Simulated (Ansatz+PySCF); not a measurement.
## singlet Li₂F₂: levels of theory in one basis

```xyz
4

Li    1.1931    0.0000    0.0000
Li   -1.1931    0.0000    0.0000
F     0.0000    1.3959    0.0000
F     0.0000   -1.3959    0.0000
```

Basis set: def2-SVP (spherical functions). Left uncorrelated: 2 orbitals. Charge 0, multiplicity 1.

Computed with Ansatz (development build ahead of 0.2.0); each method stands on the lowest determinant of its kind that the runs found.

| method | E − E(RHF) (eV) | <S²> of the determinant |
| --- | --- | --- |
| RHF | 0.00 | 0.00 |
| RHF-MP2 | -11.15 | – |
| RHF-CCSD(T) | -11.34 | – |

Task: What does RHF-CCSD give on the same scale?

Result: -11.24 eV.

Task: Is a single determinant a sound starting point here?

Result: By this sign, yes. Unrestricted orbitals gain 0.00 eV and <S²> is 0.00 against 0.00 for a pure state.
